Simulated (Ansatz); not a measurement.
`[NH2][Ta]([NH2])(=[O])[F]`. Total charge 0; spin multiplicity 1. Ta takes the def2 core potential.

```json
{"atom": "N1", "x (Å)": "1.183", "y (Å)": "-1.119", "z (Å)": "-0.487"}
{"atom": "Ta2", "x (Å)": "-0.163", "y (Å)": "-0.180", "z (Å)": "0.617"}
{"atom": "N3", "x (Å)": "-0.949", "y (Å)": "1.372", "z (Å)": "-0.323"}
{"atom": "O4", "x (Å)": "-1.444", "y (Å)": "-1.294", "z (Å)": "0.873"}
{"atom": "F5", "x (Å)": "0.628", "y (Å)": "0.389", "z (Å)": "2.245"}
{"atom": "H6", "x (Å)": "2.024", "y (Å)": "-0.711", "z (Å)": "-0.869"}
{"atom": "H7", "x (Å)": "1.087", "y (Å)": "-2.072", "z (Å)": "-0.805"}
{"atom": "H8", "x (Å)": "-1.924", "y (Å)": "1.446", "z (Å)": "-0.573"}
{"atom": "H9", "x (Å)": "-0.440", "y (Å)": "2.169", "z (Å)": "-0.679"}
```

Question: List the harmonic frequencies (cm⁻¹, unscaled) at PBE0-D4/def2-TZVP in Ansatz. (Best estimate.)

Answer: Computed: 176, 184, 188, 211, 212, 291, 401, 472, 498, 580, 600, 654, 676, 692, 1014, 1549, 1552, 3577, 3580, 3674, 3674.

Question: Is this a minimum?

Answer: Yes, all 21 modes are real.

Question: Give the ideal-gas thermochemistry at 298.15 K and 1 bar (rigid rotor, harmonic oscillator; point group Cs, symmetry number 1).

Answer: Zero-point energy 146.3 kJ/mol; H(298) − E = 168.8 kJ/mol; entropy 360.6 J/(mol·K), of which translation 177.6, rotation 112.5, vibration 70.5; G(298) − E = 61.3 kJ/mol.

Question: And at 400, 500, 600, 800 and 1000 K?

Answer: 
```tsv
T (K)	H − E (kJ/mol)	S (J/mol/K)	G − E (kJ/mol)
400	181.6	397.5	22.6
500	195.5	428.3	-18.7
600	210.2	455.1	-62.9
800	241.3	499.9	-158.5
1000	274.3	536.6	-262.3
```

Question: Rotational constants (cm⁻¹)?

Answer: 0.105, 0.1038, 0.09092.
